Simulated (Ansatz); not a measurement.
Two isomers of CH5FO2Si: A = `C[Si](O)(O)F`, B = `OCO[SiH2]F`.

Gas-phase electronic energies from Ansatz, PBE0-D4/def2-TZVP geometries. CBS: MP2 limit from def2 TZ/QZ plus the TZ coupled-cluster correction, frozen cores. This one scheme is used for every species. DFT in def2-TZVPP. B3LYP here is the variant with VWN-RPA as its local correlation; programs differ in this. Each species was taken in one conformer, which may not be the lowest.

Task: Which isomer does CCSD(T)/CBS put lower? Give the gap. (Estimate.)

Result: Ansatz gave: A, by 284.5 kJ/mol.

Task: Give E(B) − E(A) in kJ/mol with B2PLYP, PBE-D4, MP2/def2-TZVPP, r2SCAN-D4, B3LYP-D4, CCSD(T)/def2-TZVPP, B3LYP. (Best estimate.)

Result: Ansatz gave: B2PLYP 277.3, PBE-D4 267.7, MP2/def2-TZVPP 289.2, r2SCAN-D4 283.5, B3LYP-D4 272.4, CCSD(T)/def2-TZVPP 277.7, B3LYP 270.3. None reverses the order clearly.

Largest T1 diagnostic: 0.012.

In def2-TZVPP, CCSD(T) changes the Hartree–Fock value by +9.5 kJ/mol (the triples alone add −0.8 kJ/mol) and MP2 by +21.0 kJ/mol. From PBE to PBE0 (25 % exact exchange), in def2-TZVPP and without D4, E(B) − E(A) moves by +8.1 kJ/mol.
